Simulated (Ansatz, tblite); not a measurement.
Removing and adding an electron: the cluster InGa₅. Total charge 0; singlet. Geometry: PBE-D4/def2-SVP. Ansatz, gas phase; energy differences of separate SCF runs; the oxidised species was run as a doublet alone; the reduced species was run as a doublet alone.

```xyz
6

Ga    1.714    0.915    0.004
Ga   -0.574   -2.078    0.406
Ga   -0.409    1.843   -1.072
Ga    0.153   -0.097    1.784
Ga   -1.968    0.651    0.559
In    1.084   -1.233   -1.680
```

In the def2 sets In takes a core potential; there is no spin–orbit coupling. The xTB rows come from tblite. The structure comes from a short search, and lower isomers may exist.

```
           level  −HOMO (eV)  vertical IE (eV)  −LUMO (eV)  vertical EA (eV)  HOMO–LUMO gap (eV)  IE − EA (eV)                                  remarks
        GFN1-xTB        7.80              9.48        6.43              4.82                1.37          4.66                                        –
PBE0-D4/def2-SVP        5.12              6.52        3.25              1.95                1.87          4.57  restricted SCF unstable in HF (singlet)
```

**Question.** Estimate the rows for PBE-D4/def2-SVP.

**Answer.** 
```tsv
level	−HOMO (eV)	vertical IE (eV)	−LUMO (eV)	vertical EA (eV)	HOMO–LUMO gap (eV)	IE − EA (eV)	remarks
PBE-D4/def2-SVP	4.50	6.53	3.79	1.88	0.71	4.65	HOMO above zero (-1 doublet), restricted SCF unstable in HF (singlet)
```

   A HOMO above zero means that the electron is unbound at that level or that self-interaction error raises the level; the energy of removing that electron tells which. Raw xTB energy differences between charge states are shifted by several eV; the methods need an empirical correction for them. Sets without diffuse functions give affinities that are too small.
